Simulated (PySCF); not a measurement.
## What settings do to a single point of [Dy(H2O)3]3+

The sound run of [Dy(H2O)3]3+ (singlet in the valence; each metal's 4f electrons, 9 of them, lie in its core potential, out of spins and levels) uses PySCF 2.14.0, RKS PBE, Dy lcecp-1-SVP with ECP55, O def2-SVP, H def2-SVP; non-relativistic Hamiltonian with scalar-relativistic core potentials where named; density fitting; no spin-orbit coupling, grid (50, 194), threshold 1e-8 Eh and 55 cycles, at the relaxed geometry:

```xyz
10

Dy    0.0000    0.0000    0.0000
O     2.2532    0.0000    0.0000
H     2.8776   -0.7564    0.1927
H     2.8776    0.7564   -0.1927
O    -1.1266    1.9513    0.0000
H    -0.7837    2.8703    0.1927
H    -2.0939    2.1139   -0.1927
O    -1.1266   -1.9513    0.0000
H    -2.0939   -2.1139    0.1927
H    -0.7837   -2.8703   -0.1927
```

There Dy1 has a Mulliken charge of 1.82 e and the dipole about the centre of mass is 0.00 D. Each run below changes one thing and starts from free metal ions and neutral atoms unless it says otherwise; with 55 cycles, smearing, a level shift and second-order steps follow where DIIS fails, and their cycles count. Energy shifts count from the sound run. On f atoms grids over 110 angular points are at least (60, 302).

| change | outcome | cycles | energy shift (eV) | largest force component (eV/Å) | charge on Dy1 (e) | dipole about the centre of mass (D) |
| --- | --- | --- | --- | --- | --- | --- |
| spin (2S) set to 8, limit 61 cycles | not converged | 61 | – | – | – | – |
| grid (99, 590) | converged | 10 | 0.0001 | 0.00 | 1.82 | 0.00 |

**Question.** One further run converged with energy shift (eV) 0.92, largest force component (eV/Å) 3.15, charge on Dy1 (e) 1.72, dipole about the centre of mass (D) 0.00. Which change was it?
A. charge changed by -3, spin kept, limit 97 cycles
B. start from a density of up to 30 smeared cycles (not counted)
C. all coordinates × 0.94

**Answer.** C.

**Question.** And the other changes listed?

**Answer.** 
| change | outcome | cycles | energy shift (eV) | largest force component (eV/Å) | charge on Dy1 (e) | dipole about the centre of mass (D) |
| --- | --- | --- | --- | --- | --- | --- |
| charge changed by -3, spin kept, limit 97 cycles | refused | – | – | – | – | – |
| start from a density of up to 30 smeared cycles (not counted) | converged | 6 | 0.0000 | 0.01 | 1.82 | 0.00 |

Forces carry noise of the integration grid, about 0.01 to 0.03 eV/Å.

A frequency check found unstable modes (1, the lowest at -22 cm⁻¹), so the relaxed geometry is a saddle point, or these are noise. An lcecp potential fixes the number of 4f electrons, so in runs with it no electron can move into or out of that shell.
